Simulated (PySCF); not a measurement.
## CoSe2: from structure and modes to constants

Level of theory: UB3LYP in PySCF with Co def2-SVP, Se def2-SVP; no relativity; density-fitted integrals.

The quartet minimum has C2v symmetry. Masses (u): Co 58.93320, Se 79.91652.

```xyz
3
charge 0 multiplicity 4, angstrom
Co    0.0000    0.0000   -1.3769
Se    1.2529    0.0000    0.5079
Se   -1.2529    0.0000    0.5079
```

Harmonic wavenumbers (cm⁻¹): 193.1 (a1, ×1), 223.2 (b2, ×1), 333.5 (a1, ×1).

Problem. Find the principal moments of inertia and the rotational constants. What kind of rotor is it?

Solution. About the centre of mass I = 152.96, 250.91, 403.87 u Å². With B = 16.8576/I this gives 0.1102, 0.06719, 0.04174 cm⁻¹. The molecule is an asymmetric top with κ = -0.26.

Problem. What is the harmonic zero-point energy?

Solution. Half the sum of all 3 wavenumbers, 750/2 = 375 cm⁻¹, which is 4.5 kJ/mol (1 cm⁻¹ = 0.0119627 kJ/mol).

Problem. Find the vibrational entropy and heat capacity at 298.15 K.

Solution. With u = 1.43878 ω/T, each mode gives S = R[u/(eᵘ−1) − ln(1−e⁻ᵘ)] and C = R u² eᵘ/(eᵘ−1)².
```
ω (cm⁻¹)      u  S (J/(mol K))  C (J/(mol K))
   193.1  0.932           9.20           7.74
   223.2  1.077           8.09           7.56
   333.5  1.609           5.20           6.73
```
The sums over all modes are S = 22.5 and C = 22.0 J/(mol K); the softest mode gives 41 % of the entropy.

Problem. Give the standard entropy (298.15 K, 1 bar) by its translational, rotational, vibrational and spin parts, and Cp.

Solution. Sackur–Tetrode with M = 218.77 u gives 176.1; rotation with symmetry number 2 gives 111.6; vibration 22.5; spin R ln 4 = 11.5. The total is 321.7 J/(mol K), and Cp = 4 R + 22.0 = 55.3 J/(mol K).

Only a few start shapes were tried, so a lower isomer may exist. With open d or f shells other occupations or spin states may lie lower.
